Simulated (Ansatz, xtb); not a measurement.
**Relative energy of two isomers of CH10SSi3**

Structure a is `C[Si@@H](S)[SiH2][SiH3]`, a singlet and structure b is `C[Si]([SiH3])([SiH3])S`, a singlet. Both are isolated molecules in the gas phase, relaxed with B3LYP/def2-SVP; the shapes shown needn't be the lowest conformers.

a (Å):

```yaml
atoms:
  - { symbol: C, position_ang: [-0.3368, 1.1909, -0.8286] }
  - { symbol: S, position_ang: [1.6825, -1.3467, -0.6214] }
  - { symbol: Si, position_ang: [-0.1379, -0.4165, 0.1400] }
  - { symbol: Si, position_ang: [0.1081, -0.0423, 2.4592] }
  - { symbol: Si, position_ang: [2.1255, 1.0897, 2.9237] }
  - { symbol: H, position_ang: [-1.2618, 1.7063, -0.5231] }
  - { symbol: H, position_ang: [0.5114, 1.8714, -0.6553] }
  - { symbol: H, position_ang: [-0.4009, 0.9853, -1.9092] }
  - { symbol: H, position_ang: [-1.3158, -1.3033, -0.1143] }
  - { symbol: H, position_ang: [1.6555, -2.4019, 0.2266] }
  - { symbol: H, position_ang: [-1.0487, 0.7516, 2.9847] }
  - { symbol: H, position_ang: [0.1146, -1.3580, 3.1736] }
  - { symbol: H, position_ang: [2.2244, 2.3239, 2.0876] }
  - { symbol: H, position_ang: [2.1855, 1.4888, 4.3621] }
  - { symbol: H, position_ang: [3.2930, 0.2117, 2.6212] }
```

b (Å):

```yaml
atoms:
  - { symbol: C, position_ang: [-2.1383, 0.3899, -1.0457] }
  - { symbol: S, position_ang: [0.2772, -1.6706, -0.3631] }
  - { symbol: Si, position_ang: [-0.9993, -0.0618, 0.3990] }
  - { symbol: Si, position_ang: [0.3720, 1.7634, 1.0083] }
  - { symbol: Si, position_ang: [-2.2372, -0.8873, 2.2345] }
  - { symbol: H, position_ang: [-1.5512, 0.7296, -1.9139] }
  - { symbol: H, position_ang: [-2.8257, 1.2010, -0.7558] }
  - { symbol: H, position_ang: [-2.7409, -0.4794, -1.3536] }
  - { symbol: H, position_ang: [1.3778, 1.3243, 2.0224] }
  - { symbol: H, position_ang: [-0.4312, 2.8789, 1.5986] }
  - { symbol: H, position_ang: [1.0981, 2.2824, -0.1896] }
  - { symbol: H, position_ang: [-1.3033, -1.4007, 3.2820] }
  - { symbol: H, position_ang: [-3.0863, 0.1809, 2.8478] }
  - { symbol: H, position_ang: [-3.1240, -2.0068, 1.7963] }
  - { symbol: H, position_ang: [0.9799, -1.8318, 0.7826] }
```

Q: Estimate which is lower in electronic energy at CCSD(T)/def2-SVP + ΔMP2/def2-TZVPP, and by roughly how much.

A: Too close to call at this level: CCSD(T)/def2-SVP + ΔMP2/def2-TZVPP gives E(b) − E(a) = +0.69 kcal/mol.

The same difference at several levels:

```json
{"level": "GFN2-xTB", "geometry": "GFN2-xTB", "E(b) − E(a) (kcal/mol)": "+0.58", "departure from the last row (kcal/mol)": "−0.11", "job, with rough time for the two": "optimisation, 0.47 s"}
{"level": "HF/STO-3G", "geometry": "GFN2-xTB", "E(b) − E(a) (kcal/mol)": "+1.77", "departure from the last row (kcal/mol)": "+1.08", "job, with rough time for the two": "single point, 1.1 s"}
{"level": "r2SCAN-D4/def2-SVP", "geometry": "GFN2-xTB", "E(b) − E(a) (kcal/mol)": "+0.18", "departure from the last row (kcal/mol)": "−0.51", "job, with rough time for the two": "single point, 7.2 s"}
{"level": "B3LYP/def2-SVP", "geometry": "B3LYP/def2-SVP", "E(b) − E(a) (kcal/mol)": "+0.99", "departure from the last row (kcal/mol)": "+0.30", "job, with rough time for the two": "optimisation, 2.4 min"}
{"level": "HF/def2-SVP", "geometry": "B3LYP/def2-SVP", "E(b) − E(a) (kcal/mol)": "+1.56", "departure from the last row (kcal/mol)": "+0.88", "job, with rough time for the two": "part of the CCSD(T) run"}
{"level": "MP2/def2-SVP", "geometry": "B3LYP/def2-SVP", "E(b) − E(a) (kcal/mol)": "+0.73", "departure from the last row (kcal/mol)": "+0.05", "job, with rough time for the two": "part of the CCSD(T) run"}
{"level": "CCSD(T)/def2-SVP", "geometry": "B3LYP/def2-SVP", "E(b) − E(a) (kcal/mol)": "+0.87", "departure from the last row (kcal/mol)": "+0.19", "job, with rough time for the two": "single point"}
{"level": "CCSD(T)/def2-SVP + ΔMP2/def2-TZVPP", "geometry": "B3LYP/def2-SVP", "E(b) − E(a) (kcal/mol)": "+0.69", "departure from the last row (kcal/mol)": "", "job, with rough time for the two": "single point, 70 s"}
```

As drawn, both hold the same kinds of bond in the same numbers.

The largest departure from CCSD(T)/def2-SVP + ΔMP2/def2-TZVPP is that of HF/STO-3G, 1.08 kcal/mol. The last row adds to CCSD(T) the change of the MP2 difference between the two basis sets, here −0.19 kcal/mol.

With thermal terms from frequencies at re-optimised GFN2-xTB minima (ideal gas, soft modes damped towards free rotors, one conformer each, 298.15 K, 1 atm): on the last row, ΔE + ΔZPE = +0.37, ΔH = +0.67, ΔG = +0.01 kcal/mol.

The correlated steps freeze 21 core orbitals. Mirror images aren't counted in ΔG. Run with Ansatz 0.2.0, xtb 6.7.1; the last row on 2 threads of Intel(R) Xeon(R) Platinum 8259CL CPU @ 2.50GHz (Skylake/Cascade Lake) on a shared host.
